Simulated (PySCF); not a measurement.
Vibration and rotation of CrBr

UHF-SCS-MP2 constants of CrBr, ⁶Σ⁺ (sextet), unpaired electrons σ ↑, π ↑↑, δ ↑↑ (PySCF, no relativity, basis sets Cr def2-TZVPP, Br def2-TZVPP; masses 51.9405 and 78.9183 u):

| Property | Result |
| --- | --- |
| ωe | 271.5 cm⁻¹ |
| ωexe | 0.765 cm⁻¹ |
| Be | 0.094841 cm⁻¹ |
| αe | 0.000524 cm⁻¹ |
| D (centrifugal) | 4.63e-08 cm⁻¹ |

Task: Give the vibrational terms G(v) and spacings up to v = 3.

Result: G(v) = ωe(v+½) − ωexe(v+½)².

| v | G(v) (cm⁻¹) | G(v) − G(v−1) | Bv (cm⁻¹) |
| --- | --- | --- | --- |
| 0 | 136 |  | 0.09458 |
| 1 | 406 | 270 | 0.09405 |
| 2 | 674 | 268 | 0.09353 |
| 3 | 941 | 267 | 0.09301 |

Correlated steps freeze 14 core orbitals. Spin–orbit coupling is left out. The state is the lowest single determinant that the PBE0 search found; with open d or f shells the true ground state can be another one.
